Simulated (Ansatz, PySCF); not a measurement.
Species: RbF, charge 0, multiplicity 1. 
Coordinates optimised at B3LYP-D3(BJ)/def2-TZVP (Ansatz, a first-principles code):
SMILES: [Rb][F]
```xyz
2

Rb     0.0000     0.0000    -0.4608
F      0.0000     0.0000     1.8945
```

Quantity: atomisation energy (electronic, to ground-state atoms), in kcal/mol. Cores are frozen in the correlated levels unless marked. Open shells are spin-unrestricted. Spin-orbit coupling is left out. The frozen core is the preceding noble-gas configuration, with the filled d and f shells of earlier blocks. The outer core of K, Ca and their heavier congeners is not correlated, a term that matters for these elements. Past Kr the def2 sets carry scalar-relativistic core potentials. STO-3G rows are all-electron and non-relativistic. CBS(X,Y): correlation extrapolated as X^-3; Hartree-Fock from the larger set. [CCSD(T)-MP2]/basis is that difference in the basis named.

```json
[
 {"level": "HF/STO-3G", "program": "Ansatz", "atomisation energy (kcal/mol)": "11.5"},
 {"level": "HF-D3(BJ)/def2-TZVPD", "program": "PySCF + dftd3", "atomisation energy (kcal/mol)": "69.8"},
 {"level": "revPBE-D4/def2-TZVPD", "program": "Ansatz + dftd4", "atomisation energy (kcal/mol)": "111.7"},
 {"level": "TPSS-D4/def2-TZVPD", "program": "PySCF + dftd4", "atomisation energy (kcal/mol)": "114.5"},
 {"level": "r2SCAN0/def2-TZVPD", "program": "Ansatz", "atomisation energy (kcal/mol)": "106.1"},
 {"level": "MP2/def2-QZVPPD", "program": "Ansatz", "atomisation energy (kcal/mol)": "121.5"},
 {"level": "RI-MP2/def2-QZVPP", "program": "Ansatz", "atomisation energy (kcal/mol)": "120.7"},
 {"level": "SCS-MP2/def2-TZVPP", "program": "Ansatz", "atomisation energy (kcal/mol)": "110.8"},
 {"level": "RI-MP2/CBS(def2-TZVPPD,def2-QZVPPD)+[CCSD(T)-MP2]/def2-QZVPPD", "program": "Ansatz", "atomisation energy (kcal/mol)": "115.9"}
]
```
